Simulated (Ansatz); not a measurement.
Stretching the Cd1–H2 bond in CH4Cd (SMILES [CH3][CdH]) (multiplicity 1 held, fragments rigid). Energies count from the point at 1.682 Å.
Geometry at that point (charge 0, multiplicity 1):
```xyz
6

Cd    -0.281    -0.151    -0.041
H     -1.750    -0.942    -0.258
C      1.581     0.851     0.233
H      2.031     0.559     1.183
H      1.433     1.931     0.235
H      2.271     0.595    -0.572
```

Restricted levels (R-, RO-) in cc, def2 and unpolarised 6-31G sets keep to the state of the molecule at rest. U- levels take the lowest unrestricted solution at each point, which mixes spins at long bonds. Curves can end on different states.

Frozen-core correlation.

Programs: Ansatz (an electronic-structure program) with Gaussian orbitals. Values without a source in brackets are computed. In def2 rows elements past Kr take small-core potentials, without spin–orbit coupling.

**Question.** One of these levels gives 98.15 kcal/mol for the energy at R = 5.384 Å. Name it.
(A) R-SCS-MP2/def2-SVP
(B) U-SCS-MP2/def2-SVP
(C) U-HF/def2-SVP
(D) R-HF/def2-SVP

**Answer.** A, R-SCS-MP2/def2-SVP. The others give 134.81 (R-HF/def2-SVP), 52.70 (U-HF/def2-SVP), 69.67 (U-SCS-MP2/def2-SVP)

Doubts at one or more of the structures used: a restricted determinant that unrestricted orbitals would lower (R-HF/def2-SVP, R-SCS-MP2/def2-SVP); a spin-contaminated determinant (U-HF/def2-SVP, U-SCS-MP2/def2-SVP).
